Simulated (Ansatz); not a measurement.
One change: `BO[C](=O)[GeH3]` becomes `O=[C](O)[GeH3]`.

Ansatz, PBE0-D4/def2-TZVP geometries, multiplicity 1. Each molecule was computed in one conformer, which needn't be the lowest.

Scalar relativity is left out up to krypton.

```json
{"property": "HOMO energy (PBE0/def2-TZVPP) / eV", "`BO[C](=O)[GeH3]`": "-8.10"}
{"property": "ideal-gas entropy at 298 K and 1 bar (rigid rotor, harmonic PBE0-D4/def2-TZVP) / J/(mol·K)", "`BO[C](=O)[GeH3]`": "357"}
{"property": "HOMO–LUMO gap (PBE0/def2-TZVPP) / eV", "`BO[C](=O)[GeH3]`": "6.58"}
{"property": "LUMO energy (ωB97M-V/def2-TZVPP) / eV", "`BO[C](=O)[GeH3]`": "0.58"}
{"property": "HOMO–LUMO gap (PBE/def2-TZVPP) / eV", "`BO[C](=O)[GeH3]`": "4.04"}
{"property": "HOMO energy (ωB97M-V/def2-TZVPP) / eV", "`BO[C](=O)[GeH3]`": "-10.39"}
```

(1) Give the same properties after the change, and the shifts. (An estimate is asked.)

Results:

(1) Ansatz gave: 
```
                                                                                  property  `O=[C](O)[GeH3]`  shift
                                                        HOMO energy (PBE0/def2-TZVPP) / eV             -7.88   0.22
ideal-gas entropy at 298 K and 1 bar (rigid rotor, harmonic PBE0-D4/def2-TZVP) / J/(mol·K)               331    -26
                                                      HOMO–LUMO gap (PBE0/def2-TZVPP) / eV              7.31   0.73
                                                     LUMO energy (ωB97M-V/def2-TZVPP) / eV              1.66   1.08
                                                       HOMO–LUMO gap (PBE/def2-TZVPP) / eV              4.77   0.73
                                                     HOMO energy (ωB97M-V/def2-TZVPP) / eV            -10.18   0.21
```

With PBE0 the HOMO rises by 0.22 eV and the LUMO rises by 0.95 eV, so the gap widens by about 0.73 eV. PBE moves the HOMO by 0.25 eV and ωB97M-V by 0.21 eV. The zero-point energy changes by -29.1 kJ/mol with -6 modes. Modes under 60 cm⁻¹, often nearly free rotors, make the harmonic entropy too high.
